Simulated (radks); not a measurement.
Coulomb parameter of the 3d shell of neutral vanadium in the model configuration [Ar] 3d2 4s2 4p1, as a second difference U = [E(n + 0.25) + E(n - 0.25) - 2 E(n)] / (0.25)^2 with all orbitals relaxed. "Bare": the charge of the atom changes with n. "Screened": the 4p shell takes up the change at fixed total charge, which measures U(3d,3d) + U(4p,4p) - 2 U(3d,4p). Method: Dirac Kohn-Sham, PBEsol, spin-unpolarised, spherical densities, point nucleus; open shells are shared between the two j in proportion to 2j + 1; computed with a radial shooting solver on a logarithmic mesh with Libxc functionals.

| case | configuration | E - E(n) (eV) |
|---|---|---|
| start | [Ar] 3d2 4s2 4p1 | 0.000 |
| bare +0.25 | [Ar] 3d2.25 4s2 4p1 | -2.299 |
| bare -0.25 | [Ar] 3d1.75 4s2 4p1 | 3.038 |
| screened +0.25 | [Ar] 3d2.25 4s2 4p0.75 | -1.862 |
| screened -0.25 | [Ar] 3d1.75 4s2 4p1.25 | 2.164 |

U(bare) = 11.837 eV, U(screened by 4p) = 4.833 eV, against the Slater integral F0(3d,3d) = 19.911 eV with frozen orbitals. The step up makes a negative ion, whose loosely bound charge lowers the bare value.
